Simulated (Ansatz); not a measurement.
Si21OH32. Total charge 0; singlet. Geometry PBE-D4/def2-SVP, basis def2-SVP, Ansatz.

Cartesian coordinates in Å:
```
Si -0.8544 -3.0091 2.4075
Si 1.3688 2.0531 3.5398
Si 2.8797 2.0190 0.1506
Si 1.1296 -3.9433 -0.7472
Si 2.9138 -1.0938 -1.9315
O 1.6878 -0.9343 1.3468
Si -2.5059 0.6750 1.4634
Si -1.0387 2.3320 0.6291
Si -0.7713 -0.9518 -1.0780
Si 0.8746 1.8201 -3.0196
Si -3.2435 2.1102 -2.4012
Si 1.1968 -0.1965 2.9095
Si 1.1975 -2.7389 1.2834
Si -2.6246 -1.6682 1.6513
Si 3.0329 -0.3147 0.2924
Si -0.1548 3.5102 2.4626
Si 0.8102 2.6006 -0.8010
Si 3.1022 -3.4254 -1.9045
Si -0.8892 -3.2198 -1.7354
Si 0.7985 -0.5034 -2.7880
Si -2.6772 3.5198 -0.5777
Si -2.6828 -0.2006 -2.2945
H -1.1841 -4.4498 2.0882
H -0.6708 -2.9114 3.9003
H 0.8055 1.6827 4.9031
H 2.7854 2.5065 3.7600
H 3.9796 2.3377 -0.8345
H 3.2024 2.7394 1.4344
H 1.1918 -5.3423 -0.1631
H 4.1157 -0.3942 -2.5305
H -2.8676 1.2544 2.8225
H -3.7340 0.9268 0.6047
H 2.1474 2.3750 -3.6157
H -0.2947 2.3817 -3.7845
H -2.6084 2.7292 -3.6228
H -4.7395 2.2164 -2.5975
H 1.9076 -1.0666 3.9091
H -0.2756 -0.4836 2.9524
H 2.3281 -3.2407 2.1567
H -3.7206 -1.8494 2.6917
H -3.1567 -2.2533 0.3727
H 4.2448 -0.8043 1.0469
H 0.6239 4.7224 2.0178
H -1.1489 3.9249 3.5178
H 0.8614 4.1162 -0.8207
H 4.3261 -3.9063 -1.1655
H 3.1037 -3.9941 -3.2993
H -0.8882 -3.6159 -3.1958
H -1.9675 -4.0313 -1.0526
H 0.6853 -1.1723 -4.1440
H -3.8736 3.7800 0.3027
H -2.1472 4.8471 -1.0637
H -3.9136 -0.8481 -1.6958
H -2.6681 -0.6167 -3.7524
```

```tsv
run	HOMO (eV)	LUMO (eV)
A	-5.26	-2.92
B	-4.80	-3.25
C	-7.33	-0.81
D	-4.97	-3.18
E	-5.59	-2.56
```

Single mean-field runs in def2-SVP are fitted with def2-universal-jkfit.

**Question.** The runs used PBE, PBE0, r2SCAN, r2SCANh, ωB97M-V. Estimate which is which.

**Answer.** A r2SCANh (10 % exact exchange); B PBE (0 % exact exchange); C ωB97M-V (range-separated); D r2SCAN (0 % exact exchange); E PBE0 (25 % exact exchange). Exact exchange lowers occupied and raises empty levels; among semilocal functionals meta-GGAs tend to open the gap a little, and such runs are hard to tell apart. The gap grows from 1.55 eV (PBE) to 6.53 eV (ωB97M-V).
